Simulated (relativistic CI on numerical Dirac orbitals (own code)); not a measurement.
## Fe3+: L2,3 absorption edge

Computed with this model: Dirac-Coulomb-Breit CI, KLI orbitals optimised for each configuration, model QED (radiative potential, 1s self-energy scaled to tabulated hydrogen-like ionisation energies), multiplet model of core-to-valence dipole absorption, unscaled Slater integrals; configurations [Ar] 3d5 → [He] 2s2 2p5 3s2 3p6 3d6; 300 K; Lorentzian 0.24 eV and Gaussian 0.3 eV FWHM. Energies are those of the free ion, without screening or charge transfer. The branching ratio is the share of the lower-energy edge in the whole absorption, uncertain by about 0.02 where the edges overlap. S is read from ⟨S²⟩ = S(S + 1).

Field parameters in Wybourne normalisation: D3d B²₀ = −7Dσ, B⁴₀ = −14Dq − 21Dτ, B⁴₃ = −14√(10/7) Dq; Oh B⁴₀ = 21Dq, B⁴₄ = √(5/14) B⁴₀; Td as Oh with Dq negative (B⁴₀ = 21Dq, B⁴₄ = √(5/14) B⁴₀). The field is a parameter set, without covalency.

Peaks in eV (height, largest 100): 710.5 (39), 711.3 (11), 713.9 (100), 715.8 (20), 716.8 (8), 724.2 (10), 726.9 (7), 727.4 (7), 727.9 (11), 729.4 (7).

Which surroundings give this spectrum?
A. Td, 10Dq = -3250 cm⁻¹
B. D3d, 10Dq = 29050, Dσ = 210, Dτ = -350 cm⁻¹
C. Td, 10Dq = -9800 cm⁻¹
D. Oh, 10Dq = 24150 cm⁻¹

B. D3d, 10Dq = 29050, Dσ = 210, Dτ = -350 cm⁻¹, where the ground state has S = 2.50.
